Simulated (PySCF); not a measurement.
Al(H)(OEt)(NH2) (C₂H₈AlNO), SMILES CC[O][AlH][NH2].

The structure is a stationary point at PBE0-D3(BJ)/def2-SVP. The structure was generated by enumeration; whether it is a known compound was not checked. One conformer was computed; it need not be the lowest.

Computed with r2SCAN/def2-TZVP (PySCF).

Isolated molecule, no solvent.

```json
{
  "total_energy": "-453.46082 hartree",
  "highest_occupied_level": "-6.25 eV",
  "lowest_empty_level": "-0.21 eV",
  "orbital_gap": "6.03 eV",
  "dipole_moment": "1.91 D",
  "quadrupole, principal values (traceless, Buckingham form, about the centre of nuclear charge)": "-3.93, -0.48, 4.41 D·Å",
  "mean_static_polarisability": "62.3 bohr³ (9.23 Å³)",
  "polarisability_principal_values": "55.3, 61.2, 70.4 bohr³"
}
```
